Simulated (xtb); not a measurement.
xtb input (GFN1-xTB):

```bash
xtb mol.xyz --gfn 1 --sp --chrg 0 --uhf 0
```
mol.xyz:
```
8

N     -1.40452789    -1.90513253    -0.13938589
Al     0.07537773    -0.95329786    -0.06641011
N      1.68664741    -1.66281670    -0.10917010
Br    -0.10290235     1.30140009     0.09066014
H     -2.32794205    -1.50362387    -0.11523829
H     -1.45559044    -2.90856131    -0.20984738
H      1.89478657    -2.64592678    -0.17709793
H      2.53558104    -1.12237450    -0.06769806
```

Output:

```
           -------------------------------------------------
          |                Calculation Setup                |
           -------------------------------------------------

           -------------------------------------------------
          |                 G F N 1 - x T B                 |
           -------------------------------------------------

        Reference                      10.1021/acs.jctc.7b00118
      * Hamiltonian:
        H0-scaling (s, p, d)           1.850000    2.250000    2.000000
        zeta-weighting                 0.000000
      * Dispersion:
        s8                             2.400000
        a1                             0.630000
        a2                             5.000000
        s9                             0.000000
      * Repulsion:
        kExp                           1.500000
        rExp                           1.000000
      * Coulomb:
        alpha                          2.000000
        third order                    atomic
        anisotropic                    false
      * Halogen bond correction:
        rad-scale                      1.300000
        damping                        0.440000

          ...................................................
          :                      SETUP                      :
          :.................................................:
          :  # basis functions                  36          :
          :  # atomic orbitals                  34          :
          :  # shells                           18          :
          :  # electrons                        24          :
          :  # halogen bonds                     2          :
          :  max. iterations                   250          :
          :  Hamiltonian                  GFN1-xTB          :
          :  restarted?                      false          :
          :  GBSA solvation                  false          :
          :  PC potential                    false          :
          :  electronic temp.          300.0000000     K    :
          :  accuracy                    1.0000000          :
          :  -> integral cutoff          0.2500000E+02      :
          :  -> integral neglect         0.1000000E-07      :
          :  -> SCF convergence          0.1000000E-05 Eh   :
          :  -> wf. convergence          0.2000000E-04 e    :
          :  Broyden damping             0.4000000          :
          :  net charge                          0          :
          :  unpaired electrons                  0          :
          ...................................................

 iter      E             dE          RMSdq      gap      omega  full diag
   1    -13.8263047 -0.138263E+02  0.673E+00    4.35       0.0  T
   2    -13.8903567 -0.640520E-01  0.436E+00    3.86       1.0  T
   3    -13.9336033 -0.432466E-01  0.244E+00    4.45       1.0  T
   4    -13.9443948 -0.107914E-01  0.163E-01    4.30       1.0  T
   5    -13.9446636 -0.268862E-03  0.546E-02    4.31       1.0  T
   6    -13.9446703 -0.663050E-05  0.142E-02    4.30       2.5  T
   7    -13.9446725 -0.225089E-05  0.229E-03    4.30      15.4  T
   8    -13.9446726 -0.582929E-07  0.109E-03    4.30      32.3  T
   9    -13.9446726 -0.145203E-07  0.289E-04    4.30     122.4  T
  10    -13.9446726 -0.116568E-08  0.955E-07    4.30   37005.8  T
  11    -13.9446726  0.106581E-13  0.668E-07    4.30   52919.6  T

   *** convergence criteria satisfied after 11 iterations ***

         #    Occupation            Energy/Eh            Energy/eV
      -------------------------------------------------------------
         1        2.0000           -0.7240613             -19.7027
       ...           ...                  ...                  ...
         6        2.0000           -0.5163131             -14.0496
         7        2.0000           -0.4564839             -12.4216
         8        2.0000           -0.4453124             -12.1176
         9        2.0000           -0.4407451             -11.9933
        10        2.0000           -0.4319007             -11.7526
        11        2.0000           -0.3951454             -10.7525
        12        2.0000           -0.3830571             -10.4235 (HOMO)
        13                         -0.2248951              -6.1197 (LUMO)
        14                         -0.1108809              -3.0172
        15                         -0.1021880              -2.7807
        16                         -0.0985355              -2.6813
        17                         -0.0909920              -2.4760
       ...                                ...                  ...
        34                          1.2425880              33.8125
      -------------------------------------------------------------
                  HL-Gap            0.1581620 Eh            4.3038 eV
             Fermi-level           -0.3039761 Eh           -8.2716 eV

 SCC (total)                   0 d,  0 h,  0 min,  0.010 sec
 SCC setup                      ...        0 min,  0.000 sec (  0.868%)
 Dispersion                     ...        0 min,  0.000 sec (  0.357%)
 classical contributions        ...        0 min,  0.000 sec (  0.389%)
 integral evaluation            ...        0 min,  0.003 sec ( 25.942%)
 iterations                     ...        0 min,  0.003 sec ( 26.957%)
 molecular gradient             ...        0 min,  0.004 sec ( 43.807%)
 printout                       ...        0 min,  0.000 sec (  1.544%)

         :::::::::::::::::::::::::::::::::::::::::::::::::::::
         ::                     SUMMARY                     ::
         :::::::::::::::::::::::::::::::::::::::::::::::::::::
         :: total energy             -13.832586473444 Eh    ::
         :: gradient norm              0.010411933476 Eh/a0 ::
         :: HOMO-LUMO gap              4.303807611426 eV    ::
         ::.................................................::
         :: SCC energy               -13.944672593181 Eh    ::
         :: -> electrostatic           0.048738443164 Eh    ::
         :: repulsion energy           0.114510932563 Eh    ::
         :: dispersion energy         -0.002424812763 Eh    ::
         :: halogen bond corr.        -0.000000000063 Eh    ::
         :: add. restraining           0.000000000000 Eh    ::
         :: total charge              -0.000000000000 e     ::
         :::::::::::::::::::::::::::::::::::::::::::::::::::::

           -------------------------------------------------
          |                Property Printout                |
           -------------------------------------------------

    * Orbital Energies and Occupations

         #    Occupation            Energy/Eh            Energy/eV
      -------------------------------------------------------------
         1        2.0000           -0.7240613             -19.7027
         2        2.0000           -0.7167383             -19.5034
         3        2.0000           -0.6960607             -18.9408
         4        2.0000           -0.5286010             -14.3840
         5        2.0000           -0.5223545             -14.2140
         6        2.0000           -0.5163131             -14.0496
         7        2.0000           -0.4564839             -12.4216
         8        2.0000           -0.4453124             -12.1176
         9        2.0000           -0.4407451             -11.9933
        10        2.0000           -0.4319007             -11.7526
        11        2.0000           -0.3951454             -10.7525
        12        2.0000           -0.3830571             -10.4235 (HOMO)
        13                         -0.2248951              -6.1197 (LUMO)
        14                         -0.1108809              -3.0172
        15                         -0.1021880              -2.7807
Note: The following floating-point exceptions are signalling: IEEE_DENORMAL
normal termination of xtb
        16                         -0.0985355              -2.6813
        17                         -0.0909920              -2.4760
        18                         -0.0876210              -2.3843
        19                         -0.0857612              -2.3337
        20                         -0.0706093              -1.9214
        21                         -0.0363903              -0.9902
        22                         -0.0360170              -0.9801
        23                          0.0209977               0.5714
       ...                                ...                  ...
        34                          1.2425880              33.8125
      -------------------------------------------------------------
                  HL-Gap            0.1581620 Eh            4.3038 eV
             Fermi-level           -0.3039761 Eh           -8.2716 eV

  Mulliken/CM5 charges         n(s)   n(p)   n(d)
     1N    -0.57589 -1.00289   1.435  4.141  0.000
     2Al    0.42637  0.44561   0.991  1.041  0.542
     3N    -0.57589 -1.00289   1.435  4.141  0.000
     4Br   -0.10514 -0.04381   1.890  5.230 -0.015
     5H     0.20615  0.39960   0.794  0.000  0.000
     6H     0.20913  0.40239   0.791  0.000  0.000
     7H     0.20913  0.40239   0.791  0.000  0.000
     8H     0.20615  0.39960   0.794  0.000  0.000

Wiberg/Mayer (AO) data.
largest (>0.10) Wiberg bond orders for each atom

 ---------------------------------------------------------------------------
     #   Z sym  total        # sym  WBO       # sym  WBO       # sym  WBO
 ---------------------------------------------------------------------------
     1   7 N    3.067 --     2 Al   1.131     5 H    0.907     6 H    0.905
     2  13 Al   3.713 --     4 Br   1.311     1 N    1.131     3 N    1.131
     3   7 N    3.067 --     2 Al   1.131     8 H    0.907     7 H    0.905
     4  35 Br   1.441 --     2 Al   1.311
     5   1 H    0.958 --     1 N    0.907
     6   1 H    0.956 --     1 N    0.905
     7   1 H    0.956 --     3 N    0.905
     8   1 H    0.958 --     3 N    0.907
 ---------------------------------------------------------------------------

Topologies differ in total number of bonds
Writing topology from bond orders to xtbtopo.mol

 dipole moment from electron density (au)
     X       Y       Z
   0.1112  -1.4058  -0.0979  total (Debye):    3.593

           -------------------------------------------------
          | TOTAL ENERGY              -13.832586473444 Eh   |
          | GRADIENT NORM               0.010411933476 Eh/α |
          | HOMO-LUMO GAP               4.303807611426 eV   |
           -------------------------------------------------

------------------------------------------------------------------------
------------------------------------------------------------------------
 total:
 SCF:
```
